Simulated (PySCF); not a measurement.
**B²⁺: excitation energy**

B²⁺ [He] 2s1 (2S) → B²⁺ [He] 3d1 (2D), as a difference of total energies. Computed with PySCF 2.14 in aug-cc-pVDZ (4s3p2d, 23 functions), with the non-relativistic Hamiltonian (point nucleus). The calculations carry no spin-orbit coupling.

```json
{"method": "UHF", "excitation energy (eV)": "24.254"}
{"method": "LDA", "excitation energy (eV)": "23.767"}
{"method": "PBE", "excitation energy (eV)": "23.694"}
{"method": "PBE0", "excitation energy (eV)": "23.868"}
{"method": "r2SCAN", "excitation energy (eV)": "23.690"}
{"method": "M06-L", "excitation energy (eV)": "22.496"}
{"method": "B3LYP", "excitation energy (eV)": "23.877"}
{"method": "LC-wPBE", "excitation energy (eV)": "24.325"}
```

The promoted electron is Rydberg-like, and one or two diffuse shells describe it only roughly, which tends to raise the upper state.
